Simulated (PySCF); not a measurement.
SnFCl3, SMILES [F][Sn]([Cl])([Cl])[Cl]. Geometry optimised at PBE-D3(BJ)/def2-SVP. The def2 effective core potentials stand for the cores of Sn; spin–orbit coupling is left out.

Computed with PBE-D3(BJ)/def2-SVP (PySCF 2.14.0).

Harmonic wavenumbers (cm⁻¹): 95, 95, 118, 150, 150, 349, 393, 393, 627. Rotational constants (GHz): 1.323, 1.323, 0.9607; symmetry number 3.

Q: Work out the zero-point energy and the ideal-gas rigid-rotor harmonic-oscillator thermochemistry at 298.15 K and 1 atm.

A: ZPE = ½ Σ hcν = ½ × 2369 cm⁻¹ = 14.17 kJ/mol. H − E(el) = 36.21 kJ/mol. Entropy in J/(mol K): translation 177.31, rotation 114.87, vibration 80.12, total 372.30. G − E(el) = -74.79 kJ/mol. Cp = 96.73 J/(mol K). Modes under 150 cm⁻¹ make the vibrational entropy uncertain.
